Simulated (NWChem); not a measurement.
# CH6OSi2, singlet; SMILES CO[Si][SiH3]

```xyz
10

Si     0.9491     0.1425     0.0000
O     -0.4341     1.0886     0.0000
C     -0.4110     2.5146     0.0000
H     -0.9364     2.8759    -0.8901
H     -0.9364     2.8759     0.8901
H      0.6146     2.9085     0.0000
Si    -0.3074    -1.9438     0.0000
H      0.5852    -3.1423     0.0000
H     -1.1867    -2.0477    -1.2041
H     -1.1867    -2.0477     1.2041
```
Atoms are numbered in this order, from 1.

Program: NWChem. Medium grid unless said otherwise, to which SCAN and Minnesota functionals are sensitive. Low-valent species are run as closed-shell singlets; no triplet was tried in these runs. Geometry: optimised at B3LYP/6-31G* (spherical d). Hybrids' shares of exact exchange are those that their runs print; pure functionals count as 0. The functionals differ in more than this share.

```csv
row,share of exact exchange,orbital gap (eV)
PBE/def2-SVP,0.00,1.88
r2SCAN/def2-SVP,0.00,2.11
B3LYP/def2-SVP,0.20,3.34
PBE0/def2-SVP,0.25,3.68
Hartree-Fock/def2-SVP,1.00,withheld
```

Fit a straight line of the last column on the one before it, predict the withheld value, and compare with the run.


1. Means of the 4 shown rows: x = 0.113, y = 2.752. Slope Σ(x − x̄)(y − ȳ)/Σ(x − x̄)² = 0.3494/0.05188 = 6.735; intercept 1.995.
2. The shown rows scatter about the line by 0.081 (root mean square); the largest residual is -0.12, at PBE/def2-SVP.
3. At x = 1.00 (Hartree-Fock/def2-SVP; beyond the shown range) the line gives 8.73.
4. The run gives 9.14, +0.41 from the line, 5.0 times the scatter.
